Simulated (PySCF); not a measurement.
Si(F)(Cl)(Br)(OH) (BrClFHOSi), SMILES Cl[Si](Br)(F)O.

Coordinates come from a B3LYP-D3(BJ)/def2-SVP optimisation. The structure was generated by enumeration, and PubChem lists no compound with its InChIKey, so it may never have been made. The values are those of a single conformer.

These are TDA-LC-ωPBE/def2-SVPD (PySCF) values and carry that method's errors.

Vertical excitations. The molecule is in vacuum.

```json
[
 {"state": "S1", "energy (eV)": "7.57", "λ (nm)": "164", "f": "0.023", "main pairs": "HOMO−1→LUMO 30 %, HOMO→LUMO 29 %, HOMO−1→LUMO+1 10 %, HOMO→LUMO+1 8 %"},
 {"state": "S2", "energy (eV)": "7.58", "λ (nm)": "163", "f": "0.027", "main pairs": "HOMO→LUMO 31 %, HOMO−1→LUMO 30 %, HOMO−1→LUMO+1 8 %, HOMO→LUMO+1 8 %"},
 {"state": "S3", "energy (eV)": "8.70", "λ (nm)": "143", "f": "0.024", "main pairs": "HOMO−2→LUMO 44 %, HOMO−2→LUMO+2 8 %, HOMO−2→LUMO+3 7 %, HOMO−1→LUMO+1 7 %"},
 {"state": "S4", "energy (eV)": "8.82", "λ (nm)": "141", "f": "0.012", "main pairs": "HOMO−1→LUMO+1 20 %, HOMO−2→LUMO 11 %, HOMO−1→LUMO 10 %, HOMO−1→LUMO+3 8 %"},
 {"state": "S5", "energy (eV)": "8.86", "λ (nm)": "140", "f": "0.075", "main pairs": "HOMO−3→LUMO 34 %, HOMO−3→LUMO+2 8 %, HOMO−3→LUMO+3 7 %, HOMO−3→LUMO+1 7 %"},
 {"state": "S6", "energy (eV)": "8.98", "λ (nm)": "138", "f": "0.055", "main pairs": "HOMO→LUMO+1 29 %, HOMO→LUMO+3 22 %, HOMO→LUMO 19 %, HOMO→LUMO+2 7 %"},
 {"state": "S7", "energy (eV)": "9.24", "λ (nm)": "134", "f": "0.021", "main pairs": "HOMO→LUMO+6 27 %, HOMO→LUMO+5 21 %, HOMO−1→LUMO+6 6 %"},
 {"state": "S8", "energy (eV)": "9.32", "λ (nm)": "133", "f": "0.058", "main pairs": "HOMO→LUMO+5 20 %, HOMO−5→LUMO 13 %, HOMO−4→LUMO 8 %, HOMO−1→LUMO+3 7 %"},
 {"state": "S9", "energy (eV)": "9.42", "λ (nm)": "132", "f": "0.030", "main pairs": "HOMO−1→LUMO+6 35 %, HOMO−4→LUMO 22 %, HOMO−1→LUMO+5 7 %"},
 {"state": "S10", "energy (eV)": "9.45", "λ (nm)": "131", "f": "0.009", "main pairs": "HOMO→LUMO+6 19 %, HOMO−1→LUMO+5 18 %, HOMO→LUMO+5 11 %, HOMO→LUMO+9 7 %"},
 {"state": "T1", "energy (eV)": "6.92", "λ (nm)": "179", "f": "0", "main pairs": "HOMO→LUMO 46 %, HOMO→LUMO+1 17 %, HOMO→LUMO+3 12 %"},
 {"state": "T2", "energy (eV)": "6.95", "λ (nm)": "178", "f": "0", "main pairs": "HOMO−1→LUMO 47 %, HOMO−1→LUMO+1 16 %, HOMO−1→LUMO+3 10 %"},
 {"state": "T3", "energy (eV)": "7.96", "λ (nm)": "156", "f": "0", "main pairs": "HOMO−3→LUMO 34 %, HOMO−3→LUMO+3 8 %, HOMO−2→LUMO 8 %, HOMO−3→LUMO+1 7 %"},
 {"state": "T4", "energy (eV)": "8.11", "λ (nm)": "153", "f": "0", "main pairs": "HOMO−2→LUMO 40 %, HOMO−2→LUMO+2 12 %, HOMO−2→LUMO+3 10 %, HOMO−3→LUMO 7 %"}
]
```
Triplets are in the Tamm–Dancoff approximation.
